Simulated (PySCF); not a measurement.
Computed with PySCF with TPSSh-D3(BJ)/def2-TZVP // PBE-D3(BJ)/def2-SVP. Gas-phase values, no solvent. 

Reference species: [Hf(F)3(Cl)] (neutral, multiplicity 1).

The coordination number is 4. The mean distance from the central atom to its bonded neighbours is 2.022 Å. The charge on the central atom (Mulliken) comes out as 1.60 e.

Changed species: [Hf(F)4] (Y = F; the reference has Y = Cl).

Q: Predict the effect on the coordination number, mean distance from the central atom to its bonded neighbours and charge on the central atom (Mulliken).

A: the coordination number stays essentially unchanged; the mean distance from the central atom to its bonded neighbours drops by 0.107 Å, to 1.915 Å; the charge on the central atom (Mulliken) rises by 0.10 e, to 1.70 e.
